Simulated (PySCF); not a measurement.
**Gas-phase XPS of `[BH3-]C#[N+]C`, computed**

Species: C2H6BN.
Atom-mapped SMILES: `[BH3-:1][C:2]#[N+:3][CH3:4]`

Computed with delta-SCF UKS SCAN, pcX-3 on the ionised atom, pcseg-2 elsewhere, spin-free X2C (PySCF 2.14.0). Each binding energy is the total energy of the core-ionised species, with the hole localised on one atom, minus that of the ground state; both are solved self-consistently, so orbital relaxation is included.

List the computed XPS lines with their assignment.

```tsv
atom(s)	environment	level	binding energy (eV)	above the level's lowest (eV)	count
B1	four-coordinate boron	B 1s	193.45	0.00	1
C2	triply bonded carbon	C 1s	292.97	0.00	1
C4	N-methyl carbon	C 1s	293.67	+0.70	1
N3	nitrogen bonded to 2 C	N 1s	406.72	0.00	1
```

The listed C 1s values span 0.70 eV, from C2 (bonded to N (triple bond) and B) to C4 (bonded to N and 3 H).

Express the binding energy of B 1s of B1 in atomic units and per mole.

193.45 eV = 7.1092 Eh = 18665 kJ/mol.

Isolated species at its PBE0-D3(BJ)/def2-TZVP geometry, gas phase.
